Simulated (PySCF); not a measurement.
Br₂Ni, SMILES [Br][Ni-][Br] (connectivity only; charge and spin as stated), charge -1, multiplicity 2.

Coordinates come from a B3LYP-D3(BJ)/def2-SVPD optimisation. The multiplicity is an assumed one; other spin states were not compared.

Two levels are set side by side: PBE/def2-TZVPD (PySCF) and PBE0/def2-TZVPD (PySCF). Same geometry, gas phase. Differences are taken from unrounded values.

```tsv
quantity	PBE
α-spin orbital gap (eV)	3.15
β-spin orbital gap (eV)	0.06
```

Q: These are the PBE values. What does PBE0 give? (An estimate is asked for; the answer gives what the named calculation found.)

A: 
| quantity | PBE0 | PBE minus PBE0 |
|---|---|---|
| α-spin orbital gap (eV) | 5.63 | -2.48 |
| β-spin orbital gap (eV) | 4.96 | -4.90 |

Rough cost on one machine, each run with all the roots and properties that it gave: PBE0 against PBE within a factor of 2.
